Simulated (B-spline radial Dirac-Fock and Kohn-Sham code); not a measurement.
# Pd³⁺: non-radiative channels of the 3s vacancy

System: palladium as Pd³⁺, 1s2 2s2 2p6 3s2 3p6 3d10 4s2 4p6 4d7.

Level of theory: independent-particle radiative and Coulomb Auger rates from relativistic LDA hole-state orbitals, with Dirac-Fock energies; a radial atomic solver. Kinetic energies are configuration averages from the vacuum level; the two-hole energies are estimated from single-hole states.

```
transition  kinetic energy (eV)  width (meV)  share (%)
   M1-M3N2                10.19         1200       16.1
   M1-M3N3                15.53         1970       26.3
   M1-M2N4                43.76          506        6.8
   M1-M2N5                44.35          677        9.0
   M1-M3N4                71.82          508        6.8
   M1-M3N5                72.50          770       10.3
   M1-M4N1                    –          403        5.4
   M1-M5N1                172.5          593        7.9
   M1-M5N3                215.1          152        2.0
   M1-M5N5                272.4          110        1.5
```

A dash stands for an energy that rests on an unreliable hole state.

Coster-Kronig rates are the weakest part of this model and often come out 1.5 to 2.5 times too large. The listed channels hold 92 % of the non-radiative rate. Summed by principal shells, of 7.50 eV in all: MMN 96.6 %, MNN 3.4 %.

Values without a named source are computed, but for edge energies of neutral atoms, which are taken from tables.
